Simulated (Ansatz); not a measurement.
```yaml
crystal:
  periodic: [false, false, false]
  atoms:
    - {symbol: F, position_ang: [0.274584, -1.404953, 1.596854]}
    - {symbol: Si, position_ang: [-0.166341, -0.729679, 0.243130]}
    - {symbol: Cl, position_ang: [-1.675694, -1.825481, -0.508080]}
    - {symbol: C, position_ang: [0.188769, 0.966401, -0.164499]}
    - {symbol: O, position_ang: [0.991202, -0.187086, -0.754467]}
    - {symbol: H, position_ang: [0.803447, 1.598791, 0.471233]}
    - {symbol: H, position_ang: [-0.354769, 1.514107, -0.929769]}
basis:
  gaussian: {orbitals: aug-cc-pVTZ}
magnetization: {spin_polarized: true, initial_magnetization: 2}
hamiltonian: {xc: {name: B3LYP5}}
scf: {lower_state_search: full}
output: {forces: true}
```

```sh
$ ansatz run in.yaml --threads 2 --pin off --events-out ev --progress --plain --max-ram 4352MiB
```

Output, abridged:

```
Functional definition: B3LYP5
1458 factors; their error is unknown
mean field evaluation 1: about -26203.1812 eV, gradient 6.9e1 eV
mean field evaluation 2: about -25846.5026 eV, gradient 2.2e2 eV
mean field evaluation 4: about -26215.4841 eV, gradient 5.7e1 eV
mean field evaluation 8: about -26228.9570 eV, gradient 1.0e0 eV
mean field evaluation 16: about -26229.0039 eV, gradient 1.7e-2 eV
mean field evaluation 128: about -26229.0039 eV, gradient 3.7e-5 eV
mean field -26229.00386982 eV, -963.8981135584 hartree, gradient 2.8e-5 eV, S^2 2.005911; 13 other end points of the search recorded, 0 dependent functions left out
reference -26229.00414309 eV, -963.8981236011 hartree; 29, 27 occupied and 255, 257 virtual orbitals, 1458 factors
Total energy: -26229.00414309 eV, -963.8981236011 hartree
Atom 0 at     0.274584    -1.404953     1.596854 Å, force     1.315962    -0.754957     1.265591 eV/Å
Atom 1 at    -0.166341    -0.729679     0.243130 Å, force    -2.571457    -5.445816     2.874006 eV/Å
Atom 2 at    -1.675694    -1.825481    -0.508080 Å, force    -1.606571    -1.459902    -1.448474 eV/Å
Atom 3 at     0.188769     0.966401    -0.164499 Å, force     4.167495     6.274635    -3.887821 eV/Å
Atom 4 at     0.991202    -0.187086    -0.754467 Å, force    -0.688940     1.968098     0.593841 eV/Å
Atom 5 at     0.803447     1.598791     0.471233 Å, force    -0.178090    -0.275039     0.442837 eV/Å
Atom 6 at    -0.354769     1.514107    -0.929769 Å, force    -0.438399    -0.307019     0.160021 eV/Å
Dipole moment:     0.070514     0.627005    -0.125799 e Å
```

It took 120 s on 2 threads of an Intel Xeon Platinum 8488C on a shared host, with 1.7 GiB of host memory at the peak.
